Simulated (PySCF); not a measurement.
B(H)(OH)(OSiH3) (BH₅O₂Si), SMILES B(O[SiH3])O. Heavy atoms are numbered as in [BH:1]([OH:3])[O:5][SiH3:6]. Hydrogens are named by the atom that carries them.

The structure is a stationary point at B3LYP-D3(BJ)/def2-SVP. One conformer was computed; it need not be the lowest.

These are KT2/pcSseg-1 (PySCF) values and carry that method's errors.

GIAO shieldings, no solvent; atoms alike by connectivity are averaged. δ = σ(ref) − σ: ¹¹B against BF3 (σ = 89.8 ppm); ¹H against TMS (σ = 31.47 ppm); ¹⁷O against H2O (σ = 330.4 ppm); ²⁹Si against TMS (σ = 361.9 ppm), references at their B3LYP-D3(BJ)/def2-TZVP geometries, non-relativistic.

Q: Estimate the chemical shifts. (Estimate from the structure and the level; the computed values follow.)

A: 
```json
[
 {"nucleus": "¹¹B", "atoms": "B1 (BH)", "count": "1", "δ (ppm)": "11.7"},
 {"nucleus": "¹H", "atoms": "H on Si6", "count": "3", "δ (ppm)": "5.37"},
 {"nucleus": "¹H", "atoms": "H on B1", "count": "1", "δ (ppm)": "4.42"},
 {"nucleus": "¹H", "atoms": "H on O3", "count": "1", "δ (ppm)": "4.41"},
 {"nucleus": "¹⁷O", "atoms": "O3 (OH)", "count": "1", "δ (ppm)": "141.5"},
 {"nucleus": "¹⁷O", "atoms": "O5", "count": "1", "δ (ppm)": "118.3"},
 {"nucleus": "²⁹Si", "atoms": "Si6 (SiH3)", "count": "1", "δ (ppm)": "-29.5"}
]
```
